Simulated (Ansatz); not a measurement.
Mulliken charges of CH4GeO2, SMILES `C1[O][GeH2][O]1` from B3LYP/def2-TZVPP in Ansatz (PBE0-D4/def2-TZVP geometry).

| atom | x (Å) | y (Å) | z (Å) | charge (e) |
| --- | --- | --- | --- | --- |
| C1 | -0.419 | 1.010 | -0.241 | 0.210 |
| O2 | 0.181 | 0.570 | 0.974 | -0.466 |
| Ge3 | 0.450 | -1.043 | 0.231 | 0.580 |
| O4 | -0.350 | -0.129 | -1.093 | -0.466 |
| H5 | 0.147 | 1.847 | -0.669 | 0.085 |
| H6 | -1.462 | 1.304 | -0.072 | 0.085 |
| H7 | 1.919 | -1.422 | -0.018 | -0.014 |
| H8 | -0.372 | -2.195 | 0.832 | -0.014 |

Problem. By hand: the dipole of these point charges (1 e Å = 4.8032 D).

Solution. Σ q r = (0.118, -0.280, 0.064) e Å, of length 0.311 e Å = 1.49 D.

Problem. How does the dipole of the full density compare? (Best estimate.)

Solution. Computed: (0.123, -0.290, 0.067) e Å, 1.55 D; the point charges give 0.96 times that, at 0° from its direction.

Point charges leave out the atoms' own dipoles, such as those of lone pairs, and Mulliken's split depends on the basis, so the close match here is no proof of good charges.

B3LYP here is the variant with VWN-RPA as its local correlation; programs differ in this.
